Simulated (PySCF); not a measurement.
Harmonic spectrum computed at PBE0 in the def2-TZVP basis family (core potentials from Rb on, PySCF, no spin–orbit coupling):

| ω (cm⁻¹) | IR (km/mol) |
| --- | --- |
| 282 | 20.1 |
| 894 | 15.5 |
| 917 | 2.9 |

Problem. Which molecule gave it? In each, all ligands are bound to the one heavy central atom.
A. PO₂ (doublet)
B. AsO₂ (doublet)
C. SeO₂ (singlet)
D. SnO₂ (singlet)
E. GeO₂ (singlet)

Solution. B. It has C2v symmetry with As–O 1.626 Å (×2).
